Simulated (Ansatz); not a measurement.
`OC(F)([SiH3])CF` + `CC1=NCO1` → `[SiH3]C1=NCO1` + `CC(O)(F)CF`  (formal exchange of groups at the Si–C bond)

Computed with Ansatz on PBE0-D4/def2-TZVP structures; ΔE is electronic, products minus reactants. CCSD(T)/CBS is the MP2 limit (def2-TZVPP, def2-QZVPP) plus CCSD(T) − MP2 in def2-TZVPP, frozen cores. Functionals use def2-TZVPP. One conformer a species, not always the lowest.

`OC(F)([SiH3])CF`:

```xyz
12

O     1.527   -0.620   -0.197
C     0.256   -0.137   -0.398
F    -0.097   -0.315   -1.745
Si   -0.962   -1.203    0.639
C     0.175    1.347   -0.116
F     1.245    1.985   -0.724
H     2.153    0.016   -0.568
H    -0.625   -1.066    2.078
H    -0.827   -2.606    0.191
H    -2.339   -0.702    0.399
H     0.244    1.533    0.959
H    -0.749    1.767   -0.517
```

`CC1=NCO1`:

Cartesian coordinates in Å:
```
C 0.836 1.298 -0.450
C 0.002 0.161 -0.034
N -1.242 0.031 0.253
C -0.902 -1.366 0.478
O 0.494 -1.100 0.129
H 1.643 1.457 0.269
H 0.220 2.194 -0.512
H 1.289 1.098 -1.424
H -0.988 -1.703 1.513
H -1.352 -2.071 -0.223
```

`[SiH3]C1=NCO1`:

Cartesian coordinates in Å:
```
Si -0.656 -1.089 1.327
C 0.065 -0.023 -0.058
N 0.977 -0.238 -0.939
C 0.690 1.117 -1.380
O -0.328 1.260 -0.344
H 0.436 -1.453 2.259
H -1.693 -0.290 2.020
H -1.247 -2.308 0.727
H 0.251 1.193 -2.377
H 1.503 1.830 -1.235
```

`CC(O)(F)CF`:

```xyz
12

C    -0.077   -0.902    1.090
C    -0.140    0.328    0.226
O    -1.453    0.674    0.022
F     0.498    1.367    0.905
C     0.598    0.158   -1.090
F     0.317    1.235   -1.910
H     0.960   -1.178    1.284
H    -0.592   -1.733    0.606
H    -0.569   -0.686    2.038
H    -1.475    1.364   -0.653
H     1.676    0.122   -0.924
H     0.258   -0.750   -1.595
```

```tsv
level	ΔE (kcal/mol)
ωB97M-V	-2.2
PBE	-1.3
HF/def2-TZVPP	-2.9
HF/CBS(def2)	-2.9
```

Problem. What does CCSD(T)/CBS give? (An estimate is asked.)

Solution. The calculation gave: -3.3 kcal/mol. The listed levels differ from it by 1.1, 2.0, 0.4, 0.4 kcal/mol.

Largest T1 diagnostic among the species: 0.015.
